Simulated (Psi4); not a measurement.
Cl6Si2, charge -1, doublet, at a GFN2-xTB geometry (a state made from the parent by changing its charge; the spin is typed, not shown lowest) (a gas-phase anion, which may not be bound at this level); WB97X-V/3-21G run with Psi4 1.11.

Psi4 was given this input:
```
memory 2 GB

molecule mol {
-1 2
Cl    2.098559   -0.244712   -1.479515
Si    1.101280    0.216462    0.300908
Cl    2.631995    1.524427    1.120742
Cl    1.515493   -1.437916    1.512771
Si   -1.101280   -0.216462   -0.300908
Cl   -1.515493    1.437916   -1.512771
Cl   -2.631995   -1.524427   -1.120742
Cl   -2.098559    0.244712    1.479515
}

set {
  basis 3-21g
  reference uks
}

energy('wb97x-v')
print_variables()
```

The log (banner, timings and long lists left out):

```
   => Loading Basis Set <=

    Name: 3-21G
    Role: ORBITAL
    Keyword: BASIS

         ---------------------------------------------------------
                                   SCF
               by Justin Turney, Rob Parrish, Andy Simmonett
                          and Daniel G. A. Smith
                              UKS Reference
         ---------------------------------------------------------

  ==> Geometry <==

    Molecular point group: ci
    Full point group: Ci

    Geometry (in Angstrom), charge = -1, multiplicity = 2:

       Center              X                  Y                   Z               Mass
    ------------   -----------------  -----------------  -----------------  -----------------
         CL           2.098559000000    -0.244712000000    -1.479515000000    34.968852682000
         SI           1.101280000000     0.216462000000     0.300908000000    27.976926534650
         CL           2.631995000000     1.524427000000     1.120742000000    34.968852682000
         CL           1.515493000000    -1.437916000000     1.512771000000    34.968852682000
         SI          -1.101280000000    -0.216462000000    -0.300908000000    27.976926534650
         CL          -1.515493000000     1.437916000000    -1.512771000000    34.968852682000
         CL          -2.631995000000    -1.524427000000    -1.120742000000    34.968852682000
         CL          -2.098559000000     0.244712000000     1.479515000000    34.968852682000

  Running in ci symmetry.

  Rotational constants: A =      0.02540  B =      0.01234  C =      0.01161 [cm^-1]
  Rotational constants: A =    761.60122  B =    369.91745  C =    348.01511 [MHz]
  Nuclear repulsion = 1176.117915004978613

  Charge       = -1
  Multiplicity = 2
  Electrons    = 131
  Nalpha       = 66
  Nbeta        = 65

  ==> Algorithm <==

  SCF Algorithm Type is DF.
  DIIS enabled.
  MOM disabled.
  Fractional occupation disabled.
  Guess Type is SAD.
  Energy threshold   = 1.00e-06
  Density threshold  = 1.00e-06
  Integral threshold = 1.00e-12

  ==> Primary Basis <==

  Basis Set: 3-21G
    Blend: 3-21G
    Number of shells: 56
    Number of basis functions: 104
    Number of Cartesian functions: 104
    Spherical Harmonics?: false
    Max angular momentum: 1

  ==> DFT Potential <==

   => LibXC <=

    Version 7.1.2
    S. Lehtola, C. Steigemann, M. J. T. Oliveira, and M. A. L. Marques,  SoftwareX 7, 1–5 (2018) (10.1016/j.softx.2017.11.002)

   => Composite Functional: WB97X-V <=

    wB97X-V Hyb-GGA Exchange-Correlation Functional

    N. Mardirossian and M. Head-Gordon,  Phys. Chem. Chem. Phys. 16, 9904–9924 (2014) (10.1039/C3CP54374A)

    Deriv               =              1
    GGA                 =           TRUE
    Meta                =          FALSE

    Exchange Hybrid     =           TRUE
    MP2 Hybrid          =          FALSE

   => Exchange-Correlation Functionals <=

    1.0000   wB97X-V range-separated functional

   => Exact (HF) Exchange <=

    0.8330            HF,LR [omega = 0.3000]
    0.1670               HF

   => LibXC Density Thresholds  <==

    XC_HYB_GGA_XC_WB97X_V:  1.00E-14

   => VV10 Non-Local Parameters <=

    VV10 B              =     6.0000E+00
    VV10 C              =     1.0000E-02

   => Molecular Quadrature <=

    Radial Scheme          =       TREUTLER
    Pruning Scheme         =           NONE
    Nuclear Scheme         =       TREUTLER

    Blocking Scheme        =         OCTREE
    BS radius alpha        =              1
    Pruning alpha          =              1
    Radial Points          =             75
    Spherical Points       =            302
    Total Points           =         164764
    Total Blocks           =           1310
    Max Points             =            255
    Max Functions          =             77
    Weights Tolerance      =       1.00E-15

   => Loading Basis Set <=

    Name: (3-21G AUX)
    Role: JKFIT
    Keyword: DF_BASIS_SCF

  ==> Integral Setup <==

  SCF_SUBTYPE=INCORE selected. In-core MEM_DF algorithm will be used.
  Using in-core AOs.

  ==> MemDFJK: Density-Fitted J/K Matrices <==

    J tasked:                   Yes
    K tasked:                   Yes
    wK tasked:                  Yes
    Omega:                3.000E-01
    Algorithm:                 Core
    Schwarz Cutoff:           1E-12
    Mask sparsity (%):      16.8639
    Fitting Condition:        1E-10

   => Auxiliary Basis Set <=

  Basis Set: (3-21G AUX)
    Blend: DEF2-UNIVERSAL-JKFIT
    Number of shells: 304
    Number of basis functions: 1240
    Number of Cartesian functions: 1240
    Spherical Harmonics?: false
    Max angular momentum: 4

  Minimum eigenvalue in the overlap matrix is 7.8502464836E-03.
  Reciprocal condition number of the overlap matrix is 2.0770287165E-03.
    Using symmetric orthogonalization.

  ==> Pre-Iterations <==

  SCF Guess: Superposition of Atomic Densities via on-the-fly atomic UHF (no occupation information).

   -------------------------
    Irrep   Nso     Nmo
   -------------------------
     Ag        52      52
     Au        52      52
   -------------------------
    Total     104     104
   -------------------------

  ==> Iterations <==

                           Total Energy        Delta E     RMS |[F,P]|

   @DF-UKS iter SAD: -3323.62182030628310   -3.32362e+03   0.00000e+00
   @DF-UKS iter   1: -3323.49297638607504    1.28844e-01   5.70739e-03 DIIS/ADIIS
   @DF-UKS iter   2: -3323.56347170082745   -7.04953e-02   3.76050e-03 DIIS/ADIIS
   @DF-UKS iter   3: -3323.60834926552070   -4.48776e-02   3.11982e-04 DIIS/ADIIS
   @DF-UKS iter   4: -3323.60894887112045   -5.99606e-04   8.48655e-05 DIIS
   @DF-UKS iter   5: -3323.60901495036978   -6.60792e-05   2.85418e-05 DIIS
   @DF-UKS iter   6: -3323.60902493614867   -9.98578e-06   1.17288e-05 DIIS
   @DF-UKS iter   7: -3323.60902652060258   -1.58445e-06   3.40413e-06 DIIS
   @DF-UKS iter   8: -3323.60902673779037   -2.17188e-07   9.63915e-07 DIIS
  Energy and wave function converged.

  ==> Post-Iterations <==

   Electrons on quadrature grid:
      Nalpha   =   65.9999700997 ; deviation = -2.990e-05
      Nbeta    =   64.9999681253 ; deviation = -3.187e-05
      Ntotal   =  130.9999382250 ; deviation = -6.178e-05

   @Spin Contamination Metric:   1.023425422E-02
   @S^2 Expected:                7.500000000E-01
   @S^2 Observed:                7.602342542E-01
   @S   Expected:                5.000000000E-01
   @S   Observed:                5.000000000E-01

    Orbital Energies [Eh]
    ---------------------

    Alpha Occupied:

[...]
    Alpha Virtual:

[...]
    Beta Occupied:

[...]
    Beta Virtual:

[...]
    Final Occupation by Irrep:
             Ag    Au
    DOCC [    33,   32 ]
    SOCC [     0,    1 ]
    NA   [    33,   33 ]
    NB   [    33,   32 ]

  @DF-UKS Final Energy: -3323.60902673779037

   => Energetics <=

    Nuclear Repulsion Energy =           1176.1179150049786131
    One-Electron Energy =               -6961.4139168114415952
    Two-Electron Energy =                2620.6743571151901051
    DFT Exchange-Correlation Energy =    -159.5177801176568266
    Empirical Dispersion Energy =           0.0000000000000000
    VV10 Nonlocal Energy =                  0.5303980711395501
    Total Energy =                      -3323.6090267377903729

  UHF NO Occupations:
  HONO-2 :   32 Au 1.9996373
  HONO-1 :   33 Ag 1.9956091
  HONO-0 :   33 Au 1.0000000
  LUNO+0 :   34 Ag 0.0043909
  LUNO+1 :   34 Au 0.0003627
  LUNO+2 :   35 Ag 0.0002035
  LUNO+3 :   35 Au 0.0000712

Computation Completed

Properties will be evaluated at   0.000000,   0.000000,   0.000000 [a0]

Properties computed using the SCF density matrix

 Multipole Moments:

 ------------------------------------------------------------------------------------
     Multipole            Electronic (a.u.)      Nuclear  (a.u.)        Total (a.u.)
 ------------------------------------------------------------------------------------

 L = 1.  Multiply by 2.5417464519 to convert [e a0] to [Debye]
 Dipole X            :          0.0000000            0.0000000            0.0000000
 Dipole Y            :          0.0000000           -0.0000000           -0.0000000
 Dipole Z            :          0.0000000            0.0000000            0.0000000
 Magnitude           :                                                    0.0000000

 ------------------------------------------------------------------------------------

  Variable Map:
  ----------------------------------------------------------------------------
[...]
  Array Variable Map:
  ----------------------------------------------------------------------------
[...]
[...]
```
